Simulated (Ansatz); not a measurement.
A run for Ansatz (a quantum-chemistry and plane-wave program): R-wB97M-V/def2-TZVPP on H4O2Si (SMILES O[SiH2]O), a point of a torsion scan.

Ansatz 0.2 input:
```yaml
crystal:
  periodic: [false, false, false]
  atoms:
    - {symbol: O, position_ang: [-1.28138177, 0.58247950, 0.26420602]}
    - {symbol: Si, position_ang: [-0.10108649, -0.50539021, -0.00971855]}
    - {symbol: O, position_ang: [1.32001839, -0.08971304, 0.66784531]}
    - {symbol: H, position_ang: [-1.20768542, 1.48790286, -0.02440332]}
    - {symbol: H, position_ang: [0.28587044, -0.58019341, -1.40835370]}
    - {symbol: H, position_ang: [-0.68954995, -1.68832489, 0.59529036]}
    - {symbol: H, position_ang: [1.40441938, 0.05993116, 1.60547135]}
basis:
  gaussian:
    orbitals: def2-TZVPP
hamiltonian:
  xc: {name: wB97M-V}
scf: {lower_state_search: off}
```

The head of its log:

```
WARN ansatz: RAYON_NUM_THREADS=1 ignored (pool sized by the plan → 1); use --threads N
Functional definition: wB97M-V
these checks for a lower state are left out or cut short: stability, starts, cluster_reference, orbital_swaps, neighbouring_geometries, increment
integrals: 0.09 GiB planned
829 factors; their error is unknown
integrals: 0.12 GiB planned
190 factors; integrals over basis functions are off by at most 1.1e-5 eV
mean field: 0.74 GiB planned
mean field evaluation 1: about -12033.4831 eV, gradient 6.3e1 eV
mean field evaluation 2: about -12032.3207 eV, gradient 7.0e1 eV
```

Q: What total energy does the run end on?

A: -442.4492 hartree.
